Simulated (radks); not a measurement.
Results of a calculation; reference values are marked as such.
Spherical quantum dot in the effective-mass picture: electrons in a parabolic well V = omega^2 r^2 / 2 with omega = 0.124, all in effective atomic units (hartree* = m*/eps^2 hartree, bohr* = eps/m* bohr), one dielectric constant everywhere. Level of theory: non-relativistic Kohn-Sham, LDA (Slater exchange, Perdew-Wang correlation), spin-polarised, spherical densities (a radial shooting solver with Libxc functionals). Levels are named by radial order and angular momentum (1s, 1p, 1d, 2s, ...), and open shells are averaged over m.

N = 18, configuration 1s2 1p6 1d10. This is the lowest configuration that the search found. Occupied and some empty levels:

level  occupation  eigenvalue (hartree*)  <r> (bohr*)
1s              2                 2.4050        6.382
1p              6                 2.4367        7.657
1d             10                 2.4756        8.418
2s              0                 2.4915        6.531
1f              0                 2.5219        8.983
2p              0                 2.5525        7.318

Energy (hartree*): total 26.5119, kinetic 1.2412, external 9.3355, Hartree 18.417, exchange-correlation -2.4822. Static polarisability (adiabatic kernel): 1171 bohr*^3, against N/omega^2 = 1171 from the generalised Kohn theorem.
